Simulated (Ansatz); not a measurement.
Born–Oppenheimer molecular dynamics of H₇NO₃Sn (12 atoms, charge 0, multiplicity 1). It starts at the highest image of a converged band. Of that band: The profile has 2 maxima (images 2, 4) with wells between them (image 3): this band takes more than one step, which may be the mechanism or a detour left from its start path. Neighbouring images differ by up to 1.2 eV, so the band resolves the path poorly. A vibrational analysis at the climbing image gives one clearly imaginary mode, 1095i cm⁻¹: a first-order saddle point.

These are results of RKS LDA/def2-SVP in Ansatz 0.2.0, not measurements.

```
ensemble                      : NVE (velocity Verlet)
time step                     : 0.5 fs
steps asked                   : 200
starting velocities drawn for : 300 K
seed                          : 3736
```

First frame:

```xyz
12
Properties=species:S:1:pos:R:3
Sn -0.293 0.279 -0.072
N 1.286 -1.158 -0.043
O -1.911 -0.770 -0.491
O -0.261 1.853 1.125
O 0.025 1.280 -1.750
H 0.655 -1.207 1.183
H -0.126 -0.851 1.745
H 2.250 -0.839 -0.238
H 1.071 -1.962 -0.658
H -2.279 -0.385 -1.314
H -0.435 1.528 2.033
H 0.016 2.232 -1.519
```

Question: How far do the bonds stretch over the last three quarters of this one trajectory? (Pairs bonded in most of those frames.)

Answer: 
| bond | mean (Å) | spread (Å) | shortest | longest |
| --- | --- | --- | --- | --- |
| Sn1–N2 | 2.022 | 0.090 | 1.87 | 2.20 |
| Sn1–O3 | 1.969 | 0.036 | 1.91 | 2.03 |
| Sn1–O4 | 1.982 | 0.022 | 1.95 | 2.02 |
| Sn1–O5 | 1.976 | 0.006 | 1.97 | 1.99 |
| N2–H8 | 1.030 | 0.011 | 1.01 | 1.05 |
| N2–H9 | 1.030 | 0.011 | 1.01 | 1.05 |
| O3–H10 | 0.980 | 0.008 | 0.97 | 0.99 |
| O4–H11 | 0.980 | 0.004 | 0.97 | 0.99 |
| O5–H12 | 0.978 | 0.002 | 0.97 | 0.98 |
| H6–H7 | 0.790 | 0.020 | 0.76 | 0.85 |

Mean temperature of the second half: 422 K. The conserved energy stayed within 0.043 meV per atom of its start (net change 0.037 meV per atom), so the integration is sound. The system heated up, since it started high on the potential surface and ran downhill. A run of 0.1 ps of so small a system gives no equilibrium averages. The orbitals stay closed-shell, which can raise the energy where a bond breaks towards radicals; this wasn't checked here.

The run took 5 min on 2 threads of Arm Neoverse V1, on a shared host, peak memory 0.16 GiB.
